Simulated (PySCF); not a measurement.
Two species compared at the same levels of theory.

First species: C₇H₅FO₂.
Bonds: O1–C2 (double), C2–O3, C2–C4, C4–C5 (aromatic), C5–C6 (aromatic), C6–C7 (aromatic), C7–F8, C7–C9 (aromatic), C9–C10 (aromatic), C4–C10 (aromatic). Hydrogens: H11 on O3; H12 on C5; H13 on C6; H14 on C9; H15 on C10.

Second species: C5H3O2P.
SMILES: `O=C=PC1=COC=C1`

Levels: PBE0/def2-SVPD for dipole moment, HOMO energy, LUMO energy, HOMO–LUMO gap, static isotropic polarisability and electronic spatial extent ⟨r²⟩ about the centre of nuclear charge; TDDFT PBE0/def2-SVPD for lowest singlet excitation; TDA PBE0/def2-SVPD for lowest triplet excitation (Tamm–Dancoff); GFN2-xTB for rotational constant A and rotational constant C. Geometries: GFN2-xTB. Each species is one conformer at its optimised geometry, gas phase, non-relativistic unless stated. Electronic properties by PySCF.

Dipoles, sizes and rotational constants follow the conformer. The torsions of the flexible species, by atom-mapped SMILES:
- `[O:1]=[C:2]([OH:3])[c:4]1[cH:5][cH:6][c:7]([F:8])[cH:9][cH:10]1`: O1–C2–C4–C5 0°, H–O3–C2–O1 0°
- `[O:1]=[C:2]=[P:3][c:4]1[cH:5][cH:6][o:7][cH:8]1`: C2–P3–C4–C5 1°

**Question.** Which has the higher LUMO energy?

**Answer.** The first: -1.63 eV against -2.05 eV, a difference of 0.42 eV.

**Question.** Which of the two has the higher HOMO–LUMO gap, and by how much?

**Answer.** The first: 6.10 eV against 4.27 eV, a difference of 1.83 eV.

**Question.** Which has the higher T1 energy?

**Answer.** The first: 3.80 eV against 2.18 eV, a difference of 1.62 eV.

**Question.** Which has the higher S1 energy?

**Answer.** The first: 5.02 eV against 2.55 eV, a difference of 2.47 eV.

**Question.** Which of the two has the higher rotational constant A, and by how much?

**Answer.** The second: 4.426 GHz against 3.902 GHz, a difference of 0.524 GHz.

**Question.** Which has the higher ⟨r²⟩?

**Answer.** The first: 1567 bohr² against 1148 bohr², a difference of 419 bohr².

**Question.** Which of the two has the higher HOMO energy, and by how much?

**Answer.** The second: -6.32 eV against -7.73 eV, a difference of 1.41 eV.

**Question.** Which has the higher dipole moment?

**Answer.** The first: 1.53 D against 1.22 D, a difference of 0.31 D.

On the first: The principal polarisabilities are 49.9, 92.8 and 120.0 au; their mean is the isotropic value. No computed singlet falls in the visible range (750 to 380 nm, 1.65 to 3.26 eV); S1 lies 1.76 eV above its blue end.

On the second: The vertical singlet–triplet gap S1 − T1 is 0.37 eV (TDDFT singlet less Tamm–Dancoff triplet; S1: HOMO→LUMO, weight 0.96; T1: HOMO→LUMO, weight 0.94). The polarisability is 12.76 Å³ as a volume (1 au = 0.148185 Å³), or 1.35 au for each of the 64 electrons.
